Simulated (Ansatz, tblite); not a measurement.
Forces on Si5H3⁺ at its PBE-D4/def2-SVP geometry. The state is a singlet with charge 1.

The xTB rows come from tblite. The restricted singlet is unstable towards broken spin symmetry in Hartree–Fock (as tested in another run); at r2SCAN-D4/def2-TZVP this wasn't settled. The structure comes from a short search, and lower isomers may exist.

GFN1-xTB (tblite), largest force 1.12 eV/Å:

```xyz
8
positions Å, forces eV/Å
Si   -0.908    0.062    1.163   -0.166    0.216    1.084
Si    0.064   -0.468   -2.438    0.144   -0.114   -0.596
Si   -1.495    1.965   -0.062   -0.211    0.523    0.017
Si    0.625    0.974   -0.621    0.245    0.269   -0.007
Si   -0.014   -1.444   -0.311    0.544   -0.938   -0.090
H    -0.843   -0.112    2.658   -0.139   -0.047   -0.211
H     1.913    1.738   -0.531   -0.187   -0.015   -0.121
H     0.658   -2.714    0.141   -0.230    0.105   -0.075
```

GFN2-xTB (tblite), largest force 1.96 eV/Å:

```
Si -0.699 0.005 1.103
Si 0.264 -0.280 0.160
Si 0.123 -0.037 0.391
Si 0.645 1.482 -1.103
Si 0.044 -1.325 -0.169
H 0.036 -0.086 -0.461
H -0.171 -0.168 0.075
H -0.242 0.408 0.004
```

r2SCAN-D4/def2-TZVP (Ansatz), largest force 0.43 eV/Å:

```
Si 0.135 0.065 -0.103
Si 0.037 0.024 0.419
Si 0.271 -0.315 0.091
Si -0.109 -0.087 0.029
Si 0.094 0.165 -0.002
H -0.030 0.043 -0.299
H -0.260 -0.145 -0.032
H -0.139 0.250 -0.103
```
